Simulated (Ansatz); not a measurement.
Geometry optimisation, RKS PBE/STO-3G in Ansatz.

input.yaml

```yaml
crystal:
  periodic: [false, false, false]
  atoms:
    - { symbol: Si, position_ang: [-1.210976, 0.315184, 1.037474] }
    - { symbol: O, position_ang: [-0.2267, 0.69789, -0.372742] }
    - { symbol: C, position_ang: [-0.903025, 0.171553, -1.565643] }
    - { symbol: H, position_ang: [-2.547323, 0.863815, 0.802972] }
    - { symbol: H, position_ang: [-1.371868, -1.121329, 1.245639] }
    - { symbol: H, position_ang: [-0.602698, 0.977112, 2.179972] }
    - { symbol: H, position_ang: [1.627234, -1.524327, 0.672345] }
    - { symbol: O, position_ang: [1.529391, -0.967258, 1.510796] }
    - { symbol: H, position_ang: [2.007493, 0.583724, -0.632521] }
    - { symbol: F, position_ang: [2.758165, 0.123743, -0.248199] }
    - { symbol: H, position_ang: [-1.960067, 0.527993, -1.67661] }
    - { symbol: H, position_ang: [-0.337557, 0.531867, -2.456965] }
    - { symbol: H, position_ang: [-0.928855, -0.948679, -1.613647] }
    - { symbol: H, position_ang: [2.166786, -0.231186, 1.117428] }
basis:
  gaussian: { orbitals: STO-3G }
hamiltonian:
  xc: pbe
relax:
  f_tol: 0.03
  max_steps: 50
```

Command:

```bash
$ ansatz run input.yaml --threads 1 --pin off --max-ram 2048MiB --backend cpu --events-out ev --progress --plain --runs-dir out
```

Problem. Where does it end, and by what steps?

Solution. The forces met the threshold. Limits of this set-up: minimal basis. After 15 steps the energy has fallen by 2.169 eV; H7 moved furthest, 0.85 Å. Joined: Si1–O8.

```tsv
step	energy less start (eV)	largest force component (eV/Å)	accepted
0	0.0000	2.436	yes
1	-0.4268	0.602	yes
2	-0.7675	1.708	yes
3	-1.2987	1.302	yes
4	-1.8341	1.120	yes
5	-2.0477	1.012	yes
6	-2.1215	0.361	yes
7	-2.1349	0.416	yes
8	-2.1517	0.285	yes
9	-2.1625	0.158	yes
10	-2.1651	0.132	yes
11	-2.1650	0.177	no
12	-2.1674	0.039	yes
13	-2.1684	0.054	yes
14	-2.1692	0.033	yes
15	-2.1694	0.030	yes
```

```xyz
14
Properties=species:S:1:pos:R:3
Si -0.702 0.090 1.175
O 0.039 0.722 -0.442
C -0.660 0.257 -1.645
H -2.000 0.531 0.630
H -1.160 -1.198 1.728
H -0.431 1.079 2.210
H 0.974 -1.668 1.194
O 1.071 -0.669 1.413
H 1.250 0.537 -0.583
F 2.308 0.186 -0.375
H -1.761 0.348 -1.499
H -0.359 0.899 -2.506
H -0.426 -0.807 -1.908
H 1.857 -0.308 0.609
```

Time of the run: 42 s on 1 thread of Arm Neoverse V2, with other jobs on the host, peak memory 0.15 GiB.
